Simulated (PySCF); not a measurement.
PySCF 2.14 output of a UHF calculation on a single atom or ion in aug-cc-pVQZ-X2C (8s7p5d3f2g, 93 functions), with the spin-free X2C one-electron Hamiltonian (Gaussian nucleus):

```
SCF conv_tol = 1e-09
number electrons alpha = 11  beta = 9
cycle= 1 E= -679.553388891705  delta_E= -0.00115  |g|= 0.00984  |ddm|= 0.0408
cycle= 2 E= -679.553450450886  delta_E= -6.16e-05  |g|= 0.00287  |ddm|= 0.0147
cycle= 3 E= -679.553463454793  delta_E= -1.3e-05  |g|= 0.000946  |ddm|= 0.0211
cycle= 4 E= -679.553468921593  delta_E= -5.47e-06  |g|= 0.000455  |ddm|= 0.0209
cycle= 5 E= -679.553470713261  delta_E= -1.79e-06  |g|= 9.52e-05  |ddm|= 0.0172
cycle= 6 E= -679.553470780653  delta_E= -6.74e-08  |g|= 3.27e-05  |ddm|= 0.0023
cycle= 7 E= -679.553470788883  delta_E= -8.23e-09  |g|= 1.18e-05  |ddm|= 0.000938
cycle= 8 E= -679.553470789742  delta_E= -8.59e-10  |g|= 2.6e-06  |ddm|= 0.000171
converged SCF energy = -679.553470789742  <S^2> = 2.0013786  2S+1 = 3.0009189
```

The run itself started from symmetry-adapted Hartree-Fock orbitals and held the occupation by maximum overlap, so the iterations belong to that start.

Q: Which element, charge and spin multiplicity is this?

A: Ca (calcium, neutral), multiplicity 3; the state was [Ar] 3d1 4s1, high-spin 3D determinant (an excited configuration).
